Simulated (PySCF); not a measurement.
Pb²⁺: ionisation energy

Pb²⁺ [Xe] 4f14 5d10 6s2 (1S) → Pb³⁺ [Xe] 4f14 5d10 6s1 (2S), as a difference of total energies. Calculation: PySCF 2.14, in cc-pVTZ-PP with ECP60MDF (5s4p3d1f, 39 functions); a scalar-relativistic core potential. Correlated levels: valence: 5s2 5p6 5d10 frozen. The calculations carry no spin-orbit coupling.

| method | ionisation energy (eV) | error (eV) |
| --- | --- | --- |
| UHF | 29.771 | -2.166 |
| LDA | 32.615 | +0.678 |
| PBE | 32.102 | +0.165 |
| PBE0 | 31.754 | -0.183 |
| r2SCAN | 31.848 | -0.089 |
| TPSS | 31.838 | -0.099 |
| B2PLYP | 31.343 | -0.594 |
| MN15 | 32.267 | +0.330 |
| B3LYP | 32.053 | +0.116 |
| MP2 (valence) | 30.322 | -1.615 |
| SCS-MP2 (valence) | 30.432 | -1.505 |

Reference: 31.937 eV (measured; NIST Atomic Spectra Database, ionization energies).

Errors of the correlated levels include the incompleteness of this basis and the frozen core.

MP2 underrates the near-degeneracy of ns² with np² in the lower species.
